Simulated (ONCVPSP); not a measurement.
## Building the ONCV potential for Re (Z = 75) (PBEsol, scalar-relativistic).

The input file (ONCVPSP 4.0.1):

```
# ATOM AND REFERENCE CONFIGURATION
# atsym  z   nc   nv     iexc    psfile
  Re 75.00   10    4  -116133      upf
#
#   n    l    f
    1    0    2.00
    2    0    2.00
    2    1    6.00
    3    0    2.00
    3    1    6.00
    3    2   10.00
    4    0    2.00
    4    1    6.00
    4    2   10.00
    4    3   14.00
    5    0    2.00
    5    1    6.00
    5    2    5.50
    6    0    1.50
#
# PSEUDOPOTENTIAL AND OPTIMIZATION
# lmax
    2
#
#   l,   rc,      ep,       ncon, nbas, qcut
    0    1.80    0.00    4    8    7.90
    1    1.35    0.00    4    8    7.20
    2    2.40    0.00    4    8    6.10
#
# LOCAL POTENTIAL
# lloc, lpopt,  rc(5),   dvloc0
    4    5    1.05   -1.00
#
# VANDERBILT-KLEINMAN-BYLANDER PROJECTORs
# l, nproj, debl
    0    2    1.90
    1    3    0.90
    2    1    3.00
#
# MODEL CORE CHARGE
# icmod, fcfact, rcfact
    0    0.00    0.00
#
# LOG DERIVATIVE ANALYSIS
# epsh1, epsh2, depsh
   -5.00    5.00    0.04
#
# OUTPUT GRID
# rlmax, drl
    6.00    0.01
#
# TEST CONFIGURATIONS
# ncnf
    4
# nvcnf
#   n    l    f
    4
    5    0    2.00
    5    1    6.00
    5    2    5.00
    6    0    2.00
#
    4
    5    0    2.00
    5    1    6.00
    5    2    5.00
    6    0    1.00
#
    4
    5    0    2.00
    5    1    6.00
    5    2    5.00
    6    0    0.00
#
    4
    5    0    1.00
    5    1    6.00
    5    2    5.00
    6    0    2.00
#
```

Command:

```bash
oncvpsp.x < Re.dat > Re.out
```

Resulting log (shortened: citation, most of the input echo, consistency checks and plot data are left out):

```
ONCVPSP  (Optimized Norm-Conservinng Vanderbilt PSeudopotential)
scalar-relativistic version 4.0.1

#   n    l    f        energy (Ha)
    1    0    2.00    -2.6327322E+03
    2    0    2.00    -4.5643837E+02
    2    1    6.00    -3.9833230E+02
    3    0    2.00    -1.0563326E+02
    3    1    6.00    -8.8503466E+01
    3    2   10.00    -6.9086822E+01
    4    0    2.00    -2.1998559E+01
    4    1    6.00    -1.6380070E+01
    4    2   10.00    -9.3347368E+00
    4    3   14.00    -1.5137096E+00
    5    0    2.00    -3.0931394E+00
    5    1    6.00    -1.6898873E+00
    5    2    5.50    -1.7212732E-01
    6    0    1.50    -2.0743585E-01

Reference configufation results
  iterations    28
  all-electron total energy (Ha)   -1.66873683D+04

Begin loop to  construct optimized pseudo wave functions
and semi-local pseudopoentials for all angular momenta

Calculating optimized projector #   1

 for l=   0

    Fraction of norm inside rc  0.972917
    Optimizing pswf for qcut=   7.89 a_B^-1,  ecut=  31.16 Ha
    Residual kinetic energy error=  1.26D-07 Ha

    Energy error per electron        Cutoff
         Ha          eV             Ha
         0.01000     0.27211       14.77
         0.00100     0.02721       19.68
         0.00010     0.00272       23.46
         0.00001     0.00027       26.31

Calculating optimized projector #   2

 for l=   0

    Fraction of norm inside rc  0.085554
    Optimizing pswf for qcut=   7.89 a_B^-1,  ecut=  31.16 Ha
    Residual kinetic energy error=  3.03D-07 Ha

    Energy error per electron        Cutoff
         Ha          eV             Ha
         0.01000     0.27211       11.83
         0.00100     0.02721       18.57
         0.00010     0.00272       23.16
         0.00001     0.00027       26.62

WARNING wellstate: negative energy specified for n= 6 l=  1
WARNING scattering state with energy  0.25000000
WARNING will be used for the first projector

   Wellstate for l =  1  n =  6
     eigenvalue =   0.2500
     asymptotic potential =   0.7500
     half-point radius =  3.6991

   Wellstate for l =  1  n =  7
     eigenvalue =   1.1500
     asymptotic potential =   1.6500
     half-point radius =  4.3285

Calculating optimized projector #   1

 for l=   1

    Fraction of norm inside rc  0.676201
    Optimizing pswf for qcut=   7.21 a_B^-1,  ecut=  25.98 Ha
    Residual kinetic energy error=  1.11D-03 Ha

    Energy error per electron        Cutoff
         Ha          eV             Ha
         0.01000     0.27211       18.56
         0.00100     0.02721       26.88
         0.00010     0.00272      101.03
         0.00001     0.00027      119.92

Calculating optimized projector #   2

 for l=   1

    Fraction of norm inside rc  0.069563
    Optimizing pswf for qcut=   7.21 a_B^-1,  ecut=  25.98 Ha
    Residual kinetic energy error=  3.56D-04 Ha

    Energy error per electron        Cutoff
         Ha          eV             Ha
         0.01000     0.27211        8.99
         0.00100     0.02721       22.84
         0.00010     0.00272       38.36
         0.00001     0.00027       77.39

Calculating optimized projector #   3

 for l=   1

    Fraction of norm inside rc  0.047496
    Optimizing pswf for qcut=   7.21 a_B^-1,  ecut=  25.98 Ha
    Residual kinetic energy error=  4.30D-04 Ha

    Energy error per electron        Cutoff
         Ha          eV             Ha
         0.01000     0.27211        9.27
         0.00100     0.02721       23.36
         0.00010     0.00272       39.17
         0.00001     0.00027       77.45

Calculating optimized projector #   1

 for l=   2

    Fraction of norm inside rc  0.745870
    Optimizing pswf for qcut=   6.10 a_B^-1,  ecut=  18.59 Ha
    Residual kinetic energy error=  1.87D-06 Ha

    Energy error per electron        Cutoff
         Ha          eV             Ha
         0.01000     0.27211       10.37
         0.00100     0.02721       13.19
         0.00010     0.00272       15.40
         0.00001     0.00027       17.17

Construct Vanderbilt / Kleinmman-Bylander projectors

B matrix Hermiticity error, ll=   0
   1   2    4.0417E-04

  Orthonormal projector coefficients  1.6188E+01  2.1556E+00

B matrix Hermiticity error, ll=   1
   1   2    2.8869E-04
   1   3   -3.8124E-04
   2   3    4.9780E-05

  Orthonormal projector coefficients  3.8329E+01  1.3308E+01  2.4449E+00

Pseudoatom total energy  -78.976529

Diagnostic tests using Vanderbilt-Kleinman-Bylander pseudopotentials
  1 or more projectors used as specified by nproj input data

   l    rcore       rmatch      e in        delta e   norm test  slope test

   0   1.8042073   1.8589869  -3.0931394   0.0000018   1.0002147   1.0001967
   0   1.8042073   1.8589869  -0.2074358   0.0000025   1.0000398   1.0000354

   1   1.3538899   1.3949969  -1.6898873  -0.0000186   1.0001771   1.0002064
   1   1.3538899   1.3949969   0.2500000   0.0000033   1.0004302   1.0004302
   1   1.3538899   1.3949969   1.1500000   0.0000120   1.0005146   1.0005146

   2   2.4043047   2.4773046  -0.1721273  -0.0000007   0.9999991   1.0000038

 Testing for bound ghosts
   n   l    E NL Schr. Eq   E Basis Diag.   E Cutoff

   1   0       -3.093138       -3.093136     81.46
   2   0       -0.207433       -0.175992     81.46

   2   1       -1.689906       -1.689644    215.54

   3   2       -0.172128       -0.171547     44.71

 Testing for highly-localized positive-energy ghosts
       l    <radius>/rc     E Basis Diag.   E Cutoff

       0        0.184699        1.091083     81.46  WARNING - GHOST(+)

       1        0.954338       15.552760    215.54  WARNING - GHOST(+)

Test configuration 0

   n   l     f        eae           eps        diff
   1   0  2.0000-2632.73218656
   2   0  2.0000 -456.43837413
   2   1  6.0000 -398.33230190
   3   0  2.0000 -105.63325666
   3   1  6.0000  -88.50346571
   3   2 10.0000  -69.08682151
   4   0  2.0000  -21.99855886
   4   1  6.0000  -16.38007031
   4   2 10.0000   -9.33473677
   4   3 14.0000   -1.51370964
   5   0  2.0000   -3.09313939   -3.09313762    1.76D-06
   5   1  6.0000   -1.68988727   -1.68990588   -1.86D-05
   5   2  5.5000   -0.17212732   -0.17212798   -6.67D-07
   6   0  1.5000   -0.20743585   -0.20743338    2.47D-06

    Total energies and differences
      AE_ref= -1.66873683D+04  AE_tst= -1.66873683D+04  dif=  0.00D+00
      PS_ref= -7.89765291D+01  PS_tst= -7.89765291D+01  dif= -3.98D-13
      PSP excitation error=  3.98D-13

Test configuration 1

   n   l     f        eae           eps        diff
   1   0  2.0000-2632.77327382
   2   0  2.0000 -456.48140006
   2   1  6.0000 -398.37526985
   3   0  2.0000 -105.67574444
   3   1  6.0000  -88.54595182
   3   2 10.0000  -69.12949373
   4   0  2.0000  -22.04094330
   4   1  6.0000  -16.42250364
   4   2 10.0000   -9.37728986
   4   3 14.0000   -1.55616369
   5   0  2.0000   -3.13443680   -3.13380654    6.30D-04
   5   1  6.0000   -1.72838830   -1.72824825    1.40D-04
   5   2  5.0000   -0.19840145   -0.19836792    3.35D-05
   6   0  2.0000   -0.21979029   -0.21980631   -1.60D-05

    Total energies and differences
      AE_ref= -1.66873683D+04  AE_tst= -1.66873825D+04  dif= -1.42D-02
      PS_ref= -7.89765291D+01  PS_tst= -7.89907718D+01  dif= -1.42D-02
      PSP excitation error=  8.38D-05

Test configuration 2

   n   l     f        eae           eps        diff
   1   0  2.0000-2633.06096164
   2   0  2.0000 -456.76697682
   2   1  6.0000 -398.66090924
   3   0  2.0000 -105.96163718
   3   1  6.0000  -88.83184712
   3   2 10.0000  -69.41522810
   4   0  2.0000  -22.32698206
   4   1  6.0000  -16.70850695
   4   2 10.0000   -9.66318021
   4   3 14.0000   -1.84202945
   5   0  2.0000   -3.42070471   -3.42113183   -4.27D-04
   5   1  6.0000   -2.01558219   -2.01587018   -2.88D-04
   5   2  5.0000   -0.47732591   -0.47733687   -1.10D-05
   6   0  1.0000   -0.46779349   -0.46781190   -1.84D-05

    Total energies and differences
      AE_ref= -1.66873683D+04  AE_tst= -1.66870410D+04  dif=  3.27D-01
      PS_ref= -7.89765291D+01  PS_tst= -7.86491209D+01  dif=  3.27D-01
      PSP excitation error= -5.42D-05

Test configuration 3

   n   l     f        eae           eps        diff
   1   0  2.0000-2633.38886890
   2   0  2.0000 -457.09201670
   2   1  6.0000 -398.98604385
   3   0  2.0000 -106.28677666
   3   1  6.0000  -89.15699144
   3   2 10.0000  -69.74020279
   4   0  2.0000  -22.65221654
   4   1  6.0000  -17.03369353
   4   2 10.0000   -9.98821076
   4   3 14.0000   -2.16689265
   5   0  2.0000   -3.74530293   -3.74742278   -2.12D-03
   5   1  6.0000   -2.34027928   -2.34133195   -1.05D-03
   5   2  5.0000   -0.78814568   -0.78823973   -9.41D-05

    Total energies and differences
      AE_ref= -1.66873683D+04  AE_tst= -1.66864403D+04  dif=  9.28D-01
      PS_ref= -7.89765291D+01  PS_tst= -7.80482597D+01  dif=  9.28D-01
      PSP excitation error= -2.69D-04

Test configuration 4

   n   l     f        eae           eps        diff
   1   0  2.0000-2633.35964602
   2   0  2.0000 -457.04587328
   2   1  6.0000 -398.94092137
   3   0  2.0000 -106.23063035
   3   1  6.0000  -89.10097661
   3   2 10.0000  -69.68462798
   4   0  2.0000  -22.59743763
   4   1  6.0000  -16.97914519
   4   2 10.0000   -9.93268711
   4   3 14.0000   -2.10324852
   5   0  1.0000   -3.63350022   -3.65861897   -2.51D-02
   5   1  6.0000   -2.20141279   -2.21265002   -1.12D-02
   5   2  5.0000   -0.59393598   -0.59382041    1.16D-04
   6   0  2.0000   -0.51554599   -0.51683690   -1.29D-03

    Total energies and differences
      AE_ref= -1.66873683D+04  AE_tst= -1.66840082D+04  dif=  3.36D+00
      PS_ref= -7.89765291D+01  PS_tst= -7.56018990D+01  dif=  3.37D+00
      PSP excitation error= -1.45D-02
```

The run took about 4.4 s on one core of a shared server CPU.
